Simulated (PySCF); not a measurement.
BCl2, SMILES Cl[B+]Cl, charge +1.

Geometry optimised at B3LYP-D3(BJ)/def2-TZVP.

Two levels are set side by side: TDA-PBE/def2-TZVPD (PySCF) and TDA-LC-ωPBE/def2-TZVPD (PySCF). Vertical, same geometry. The lowest singlet is HOMO−1→LUMO 50 %, HOMO→LUMO+1 50 % with PBE and HOMO→LUMO+1 49 %, HOMO−1→LUMO 49 % with the other functional; states are paired by order. Differences are taken from unrounded values.

| quantity | TDA-LC-ωPBE | TDA-PBE | TDA-PBE minus TDA-LC-ωPBE |
|---|---|---|---|
| lowest singlet excitation (eV) | 6.91 | 6.33 | -0.58 |
| lowest triplet excitation (TDA) (eV) | 6.30 | 5.80 | -0.50 |
| first bright state (f over 0.05) (eV) | 9.45 | 8.98 | -0.47 |
| its oscillator strength | 1.00 | 0.90 | -0.09 |

Functionals without exact exchange tend to place singlet excitations lower, as here. Differences between two approximate levels are no errors against the true value.

Rough cost on one machine, each run with all the roots and properties that it gave: TDA-LC-ωPBE against TDA-PBE about 3 times.
